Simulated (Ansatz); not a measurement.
Ansatz results at the PBE0-D4/def2-TZVP geometry: HOMO–LUMO gap (ωB97M-V/def2-TZVPP) 10.93 eV; LUMO energy (B3LYP/def2-TZVPP) -1.85 eV; zero-point energy (PBE0-D4/def2-TZVP) 143.4 kJ/mol.

Each molecule was computed in one conformer, which needn't be the lowest.

Task: Which molecule gave them?
A. `CB(O)Br`
B. `NBPS`
C. `OCBBr`
D. `OBCBr`

Result: C. The others give `NBPS`: 10.06, -1.05, 157.7; `OBCBr`: 11.17, -1.12, 147.3; `CB(O)Br`: 12.56, -0.26, 148.9.

B3LYP here is the variant with VWN-RPA as its local correlation; programs differ in this.
